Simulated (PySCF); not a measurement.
CdTe, singlet, geometry from GFN2-xTB (such geometries of metal compounds can be far from the true shape) (core potentials on Cd, Te). Base run: PBE0/def2-SVP, TDA (PySCF).

Input for PySCF:
```python
from pyscf import gto, scf, dft, tdscf

mol = gto.Mole()
mol.atom = '''
    Cd   -0.000000   -0.000000   -1.302979
    Te    0.000000    0.000000    1.202750
'''
mol.basis = 'def2-svp'
mol.ecp = {'Cd': 'def2-svp', 'Te': 'def2-svp'}
mol.charge = 0
mol.spin = 0
mol.verbose = 3
mol.build()

mf = dft.RKS(mol)
mf.xc = 'pbe0'
mf.kernel()
td = mf.TDA()
td.nstates = 5
td.kernel()
td.analyze(verbose=3)
```

The base run was repeated with changes; each row names its change, and settings that it needs were set with it.

```csv
change,first excitation (eV),oscillator strength of the first,second (eV),core-seconds (rough)
base,0.59,0.002,0.59,10
functional = b3lyp,0.50,0.002,0.50,10
response = full linear response,0.52,0.001,0.52,40
states = triplets,0.10,-,0.10,8
functional = camb3lyp,0.60,0.002,0.60,20
nstates = 2,0.59,0.002,0.59,7
functional = wb97x,0.70,0.002,0.70,20
conv_tol = 1e-3,0.59,0.002,0.59,7
nstates = 10,0.59,0.002,0.59,10
functional = m062x,0.55,0.002,0.55,30
```

An iterative solver can miss low states, so a row lists the states that it found.
